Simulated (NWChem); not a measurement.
Species: SiIF, singlet; SMILES F[Si]I

Computed with NWChem. Low-valent species are run as closed-shell singlets; no triplet was tried in these runs. Geometry: optimised at PBE0/def2-SVP. def2 effective core potentials on I; no spin-orbit coupling. B3LYP is NWChem's, with the RPA form of VWN correlation. Ions are spin-unrestricted doublets at the neutral geometry; other ion states weren't tried.

```json
[
 {"level": "B3LYP/def2-SVPD", "vertical ionisation energy, ΔSCF (eV)": "9.75", "−ε(HOMO) (eV)": "7.41", "ΔSCF minus −ε(HOMO) (eV)": "2.34"},
 {"level": "PBE/def2-SVPD", "vertical ionisation energy, ΔSCF (eV)": "[?]", "−ε(HOMO) (eV)": "[?]", "ΔSCF minus −ε(HOMO) (eV)": "[?]"},
 {"level": "PBE0/def2-SVPD", "vertical ionisation energy, ΔSCF (eV)": "9.74", "−ε(HOMO) (eV)": "7.63", "ΔSCF minus −ε(HOMO) (eV)": "2.11"},
 {"level": "M06-2X/def2-SVPD", "vertical ionisation energy, ΔSCF (eV)": "9.80", "−ε(HOMO) (eV)": "8.61", "ΔSCF minus −ε(HOMO) (eV)": "1.19"},
 {"level": "LDA (Slater exchange, VWN5)/def2-SVPD", "vertical ionisation energy, ΔSCF (eV)": "9.80", "−ε(HOMO) (eV)": "6.73", "ΔSCF minus −ε(HOMO) (eV)": "3.07"}
]
```

Task: Some entries are withheld; supply them.

Result: 
- PBE/def2-SVPD, vertical ionisation energy, ΔSCF (eV): 9.58
- PBE/def2-SVPD, −ε(HOMO) (eV): 6.59
- PBE/def2-SVPD, ΔSCF minus −ε(HOMO) (eV): 2.99
